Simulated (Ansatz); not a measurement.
BH2O2 (SMILES O[B]O) moved off its minimum; all values from Ansatz (a quantum-chemistry and plane-wave program), cores frozen in correlated methods. Open shells are unrestricted.
(charge 0, multiplicity 2)
```xyz
5

O      1.0510     0.1035    -0.4015
B     -0.0049    -0.4243    -0.0928
O     -1.1575     0.0041     0.3547
H      1.3574     0.8379    -0.0467
H     -1.1293     0.8715     0.6311
```

```json
[
 {"level": "HF/def2-TZVPP", "largest force (eV/Å)": "7.73", "on atom": "B2", "rms difference from CCSD(T)/cc-pVTZ (eV/Å)": "0.657", "dipole (D)": "3.78"},
 {"level": "PBE/def2-TZVPP", "largest force (eV/Å)": "7.26", "on atom": "H4", "rms difference from CCSD(T)/cc-pVTZ (eV/Å)": "0.430", "dipole (D)": "3.36"},
 {"level": "r2SCAN/def2-TZVPP", "largest force (eV/Å)": "7.27", "on atom": "B2", "rms difference from CCSD(T)/cc-pVTZ (eV/Å)": "0.236", "dipole (D)": "3.51"},
 {"level": "B3LYP/def2-TZVPP", "largest force (eV/Å)": "7.13", "on atom": "B2", "rms difference from CCSD(T)/cc-pVTZ (eV/Å)": "0.319", "dipole (D)": "3.43"},
 {"level": "wB97M-V/def2-TZVPP", "largest force (eV/Å)": "7.18", "on atom": "B2", "rms difference from CCSD(T)/cc-pVTZ (eV/Å)": "0.257", "dipole (D)": "3.57"},
 {"level": "MP2/cc-pVTZ", "largest force (eV/Å)": "7.68", "on atom": "B2", "rms difference from CCSD(T)/cc-pVTZ (eV/Å)": "0.018", "dipole (D)": "3.64"},
 {"level": "CCSD(T)/cc-pVTZ", "largest force (eV/Å)": "7.65", "on atom": "B2", "rms difference from CCSD(T)/cc-pVTZ (eV/Å)": "0.000", "dipole (D)": "3.59"}
]
```

The differences count from one level among others, with limits of its own. Forces at CCSD(T)/cc-pVTZ (eV/Å):

| atom | Fx | Fy | Fz |
|---|---|---|---|
| O1 | 5.150 | -1.666 | -4.084 |
| B2 | -5.201 | -5.605 | 0.277 |
| O3 | -1.972 | -1.923 | 0.327 |
| H4 | 2.265 | 5.750 | 2.437 |
| H5 | -0.242 | 3.444 | 1.043 |
